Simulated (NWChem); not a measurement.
System: HSeOF; SMILES O[Se]F

NWChem input:

```
start job
memory heap 200 mb stack 900 mb global 1100 mb
geometry units angstroms noautoz
  Se     0.376074     0.024012    -0.025994
  F     -0.589168    -1.487842     0.032639
  O     -0.923896     1.262595     0.096133
  H     -1.261136     1.403597    -0.813614
end
basis spherical
  Se library def2-tzvp
  F library def2-tzvp
  O library def2-tzvp
  H library def2-tzvp
end
dft
  xc m06-2x
  iterations 150
  mulliken
end
task dft energy
```

Output (shortened):

```
             Northwest Computational Chemistry Package (NWChem) 7.3.0
             --------------------------------------------------------

 C1  symmetry detected

                             Geometry "geometry" -> ""
                             -------------------------

 Output coordinates in angstroms (scale by  1.889725989 to convert to a.u.)

  No.       Tag          Charge          X              Y              Z
 ---- ---------------- ---------- -------------- -------------- --------------
    1 Se                  34.0000     0.40104211     0.01225318     0.00531836
    2 F                    9.0000    -0.68468307    -1.41673493     0.01044720
    3 O                    8.0000    -0.79913287     1.35167172     0.07212293
    4 H                    1.0000    -1.08022103     1.52063261    -0.85183251

 Effective nuclear repulsion energy (a.u.)     197.7005610980

                                 NWChem DFT Module
                                 -----------------

 Summary of "ao basis" -> "ao basis" (spherical)
 ------------------------------------------------------------------------------
       Tag                 Description            Shells   Functions and Types
 ---------------- ------------------------------  ------  ---------------------
 Se                        def2-tzvp                16       48   6s5p4d1f
 F                         def2-tzvp                11       31   5s3p2d1f
 O                         def2-tzvp                11       31   5s3p2d1f
 H                         def2-tzvp                 4        6   3s1p

            General Information
            -------------------
          SCF calculation type: DFT
          Wavefunction type:  closed shell.
          No. of atoms     :     4
          No. of electrons :    52
           Alpha electrons :    26
            Beta electrons :    26
          Charge           :     0
          Spin multiplicity:     1
          Use of symmetry is: off; symmetry adaption is: off
          Maximum number of iterations: 150
          AO basis - number of functions:   116
                     number of shells:    42
          Convergence on energy requested:  1.00D-06
          Convergence on density requested:  1.00D-05
          Convergence on gradient requested:  5.00D-04

              XC Information
              --------------
                       M06-2X Method XC Functional
                     Hartree-Fock (Exact) Exchange  0.540
                        M06-2X Exchange Functional  1.000
                      M06-2X Correlation Potential  1.000

             Grid Information
             ----------------
          Grid used for XC integration:  medium
          Radial quadrature: Mura-Knowles
          Angular quadrature: Lebedev.
          Tag              B.-S. Rad. Rad. Pts. Rad. Cut. Ang. Pts.
          ---              ---------- --------- --------- ---------
          Se                  1.15      112           8.0       590
          F                   0.50       49          10.0       434
          O                   0.60       49           8.0       434
          H                   0.35       45           9.0       434
          Grid pruning is: on
          Number of quadrature shells:   255
          Spatial weights used:  Erf1

      Superposition of Atomic Density Guess
      -------------------------------------

 Sum of atomic energies:       -2574.50872139

      Non-variational initial energy
      ------------------------------

 Total energy =   -2574.721831
 1-e energy   =   -3980.816288
 2-e energy   =    1208.393897
 HOMO         =      -0.225973
 LUMO         =      -0.055598

     ---------------------------------------------
      Total Density - Mulliken Population Analysis
     ---------------------------------------------

    Atom       Charge   Shell Charges
 -----------   ------   -------------------------------------------------------
    1 Se  34    33.23   2.00  2.00  1.17  0.78  0.99  0.99  6.00  5.93  0.75  1.67  0.79  8.97  1.04  0.04  0.08  0.03
    2 F    9     9.52   0.77  1.20  0.61  1.02  0.32  2.33  2.32  0.93  0.00  0.01  0.00
    3 O    8     8.69   0.79  1.18  0.59  0.96  0.26  1.90  2.11  0.87  0.00  0.02  0.00
    4 H    1     0.56   0.20  0.26  0.06  0.04

   convergence    iter        energy       DeltaE   RMS-Dens  Diis-err
 ---------------- ----- ----------------- --------- --------- ---------
 d= 0,ls=0.0,diis     1  -2577.1527857970 -2.77D+03  7.04D-03  1.07D+00
 d= 0,ls=0.0,diis     2  -2577.1429734306  9.81D-03  3.68D-03  1.01D+00
 d= 0,ls=0.0,diis     3  -2577.2194657473 -7.65D-02  7.44D-04  7.64D-02
 d= 0,ls=0.0,diis     4  -2577.2248158129 -5.35D-03  1.81D-04  1.05D-03
 d= 0,ls=0.0,diis     5  -2577.2249113150 -9.55D-05  4.54D-05  8.92D-05
  Resetting Diis
 d= 0,ls=0.0,diis     6  -2577.2249175457 -6.23D-06  2.02D-05  1.55D-05
 d= 0,ls=0.0,diis     7  -2577.2249188696 -1.32D-06  1.33D-05  3.30D-06
 d= 0,ls=0.0,diis     8  -2577.2249186505  2.19D-07  7.61D-06  6.83D-06

         Total DFT energy =    -2577.224918650494
      One electron energy =    -3980.162923886628
           Coulomb energy =     1311.810783153740
    Exchange-Corr. energy =     -106.573339015581
 Nuclear repulsion energy =      197.700561097975

 Numeric. integr. density =       52.000000610029

                       DFT Final Molecular Orbital Analysis
                       ------------------------------------

 Vector   24  Occ=2.000000D+00  E=-4.625006D-01
              MO Center= -4.2D-01,  4.5D-01,  5.3D-02, r^2= 2.5D+00
   Bfn.  Coefficient  Atom+Function         Bfn.  Coefficient  Atom+Function
  ----- ------------  ---------------      ----- ------------  ---------------
    86      0.335034  3 O  py                89      0.291764  3 O  py
    16      0.219249  1 Se px                54     -0.219837  2 F  px
     6      0.185836  1 Se s                 92      0.185405  3 O  py
    57     -0.182394  2 F  px                 5      0.141502  1 Se s
    10     -0.141889  1 Se px                60     -0.137782  2 F  px

 Vector   25  Occ=2.000000D+00  E=-4.387735D-01
              MO Center= -5.0D-01,  7.2D-01,  5.6D-02, r^2= 2.1D+00
   Bfn.  Coefficient  Atom+Function         Bfn.  Coefficient  Atom+Function
  ----- ------------  ---------------      ----- ------------  ---------------
    85      0.360415  3 O  px                88      0.312972  3 O  px
     6     -0.240554  1 Se s                 91      0.221070  3 O  px
     5     -0.176251  1 Se s                 16     -0.150273  1 Se px
    86      0.149697  3 O  py                55      0.140768  2 F  py
    54      0.131659  2 F  px                89      0.128136  3 O  py

 Vector   26  Occ=2.000000D+00  E=-3.057888D-01
              MO Center=  3.1D-01,  2.1D-02, -5.7D-03, r^2= 2.0D+00
   Bfn.  Coefficient  Atom+Function         Bfn.  Coefficient  Atom+Function
  ----- ------------  ---------------      ----- ------------  ---------------
    18      0.549032  1 Se pz                12     -0.325290  1 Se pz
    21      0.323087  1 Se pz                15      0.290400  1 Se pz
    56     -0.158414  2 F  pz                59     -0.127127  2 F  pz
    62     -0.124755  2 F  pz                87     -0.120225  3 O  pz
     9      0.098676  1 Se pz                90     -0.097219  3 O  pz

 Vector   27  Occ=0.000000D+00  E=-2.850510D-02
              MO Center=  4.6D-01, -7.6D-03, -1.4D-02, r^2= 2.8D+00
   Bfn.  Coefficient  Atom+Function         Bfn.  Coefficient  Atom+Function
  ----- ------------  ---------------      ----- ------------  ---------------
    20      0.637241  1 Se py                17      0.431503  1 Se py
    53      0.344760  2 F  s                 11     -0.242128  1 Se py
    19      0.219133  1 Se px                14      0.212345  1 Se py
    84     -0.211994  3 O  s                 91     -0.174274  3 O  px
    60      0.171601  2 F  px                54      0.162140  2 F  px

 Vector   28  Occ=0.000000D+00  E=-9.274306D-03
              MO Center= -4.4D-02,  3.6D-01, -1.9D-01, r^2= 3.5D+00
   Bfn.  Coefficient  Atom+Function         Bfn.  Coefficient  Atom+Function
  ----- ------------  ---------------      ----- ------------  ---------------
    84      0.735404  3 O  s                 19      0.567312  1 Se px
   113     -0.497572  4 H  s                  6     -0.473342  1 Se s
    16      0.390960  1 Se px                92     -0.244977  3 O  py
    20     -0.218991  1 Se py                10     -0.199867  1 Se px
    61      0.175027  2 F  py                86     -0.173281  3 O  py

 Vector   29  Occ=0.000000D+00  E= 7.424847D-02
              MO Center= -7.8D-01,  1.2D+00, -1.0D+00, r^2= 4.3D+00
   Bfn.  Coefficient  Atom+Function         Bfn.  Coefficient  Atom+Function
  ----- ------------  ---------------      ----- ------------  ---------------
   113      1.773781  4 H  s                  6     -0.624427  1 Se s
    19      0.572932  1 Se px                20     -0.474092  1 Se py
    93      0.446163  3 O  pz                84     -0.419696  3 O  s
    92     -0.383191  3 O  py                91      0.376502  3 O  px
     5     -0.174395  1 Se s                 87      0.147639  3 O  pz

     ---------------------------------------------
      Total Density - Mulliken Population Analysis
     ---------------------------------------------

    Atom       Charge   Shell Charges
 -----------   ------   -------------------------------------------------------
    1 Se  34    33.54   2.00  2.00  1.14  0.80  1.04  0.94  6.00  5.92  0.88  1.91  0.62  8.99  0.99  0.11  0.13  0.05
    2 F    9     9.34   0.77  1.20  0.62  0.97  0.39  2.24  2.14  1.01  0.00  0.01  0.00
    3 O    8     8.47   0.79  1.18  0.60  0.93  0.33  1.84  1.92  0.85  0.00  0.02  0.00
    4 H    1     0.65   0.25  0.33  0.03  0.05

     -------------------------------------------
      Total Density - Lowdin Population Analysis
     -------------------------------------------

    Atom       Charge   Shell Charges
 -----------   ------   -------------------------------------------------------
    1 Se  34    33.60   2.00  2.00  1.13  0.83  0.82  0.80  5.98  5.61  1.24  1.71  0.84  8.60  1.21  0.30  0.40  0.12
    2 F    9     9.26   0.86  1.10  0.62  0.78  0.45  2.11  2.19  1.13  0.00  0.02  0.00
    3 O    8     8.30   0.87  1.09  0.57  0.65  0.36  1.71  1.94  1.07  0.00  0.05  0.00
    4 H    1     0.84   0.24  0.32  0.12  0.15

     Multipole analysis of the density
     ---------------------------------

     L   x y z        total         alpha         beta         nuclear
     -   - - -        -----         -----         ----         -------
     0   0 0 0     -0.000000    -26.000000    -26.000000     52.000000

     1   1 0 0      0.437298      0.218649      0.218649     -0.000000
     1   0 1 0      0.552601      0.276301      0.276301      0.000000
     1   0 0 1     -0.617654     -0.308827     -0.308827      0.000000

     2   2 0 0    -20.468040    -38.736978    -38.736978     57.005916
     2   1 1 0     -1.328833      1.811643      1.811643     -4.952118
     2   1 0 1      1.530251     -0.069114     -0.069114      1.668480
     2   0 2 0    -22.314073    -73.646735    -73.646735    124.979396
     2   0 1 1     -2.030923      0.138751      0.138751     -2.308424
     2   0 0 2    -21.303736    -12.025257    -12.025257      2.746778
```

Level: M06-2X/def2-TZVP. Coordinates come from a PBE-D3(BJ)/def2-SVP optimisation.
